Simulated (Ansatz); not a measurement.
Basis-set extrapolation for C$_{3}$H$_{9}$NSi (`CC([SiH3])C=N`) (PBE0-D4/def2-TZVP geometry, frozen core, Ansatz). Multiplicity 1, RHF reference.

```
                      def2-TZVPP   def2-QZVPP
                 HF  -462.280019  -462.297135
    MP2 correlation    -0.843369    -0.898499
CCSD(T) correlation    -0.934962      not run
```

Energies in hartree. Use E(X) = E(∞) + A·exp(−7.88·√X) for Hartree–Fock and E(X) = E(∞) + B·X^(−2.97) for correlation, with X = 3 and 4, and add CCSD(T) minus MP2 of the smaller set to the MP2 limit.

Task: What is the CCSD(T) energy at the basis-set limit?

Result: HF limit: -462.297135 + (-0.017116) × 0.13774 = -462.29949. MP2 limit: -0.898499 + (-0.055130) × 0.74074 = -0.93934. Higher-order term: -0.934962 − (-0.843369) = -0.09159. Total: -463.33042 hartree, 72.4 kcal/mol below CCSD(T)/def2-TZVPP.
